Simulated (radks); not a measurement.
Fractional charge and spin in the 5s shell of neodymium: the spin-up occupation runs from 0 to 1 and the spin-down occupation from 0 to 1; the fullest corner is Nd2+, [Kr] 4d10 4f(up 2, down 2) 5p6 5s(up 1, down 1). All-electron calculation, scalar-relativistic Kohn-Sham, BLYP, spin-polarised, spherical densities, point nucleus. Program: a radial shooting solver on a logarithmic mesh with Libxc functionals. Energy (eV) minus the two flat planes that join the four corners (they meet along the diagonal where the two added fractions sum to one electron); zero is where a piecewise linear energy would lie.

down \ up       0    0.25     0.5    0.75       1
0           0.000  -1.273  -1.691  -1.264   0.000
0.25       -1.273  -1.633  -1.149   0.169  -1.197
0.5        -1.691  -1.149   0.225  -1.086  -1.587
0.75       -1.264   0.169  -1.086  -1.532  -1.183
1           0.000  -1.197  -1.587  -1.183   0.000

Corners above the fullest one (they belong to Nd3+ and the next ion): (up 1, down 0) 59.510 eV, (up 0, down 1) 59.510 eV, (up 0, down 0) 133.05 eV. With half an added electron in each spin the energy lies 0.225 eV from the planes, and with half an added electron in spin up alone -1.691 eV. The planes are only a guide here: the flat-plane condition holds for ground states with one frontier orbital, while this shell lies below other occupied shells, so the corners above the fullest one are inner-hole states and not the ground states of those ions.
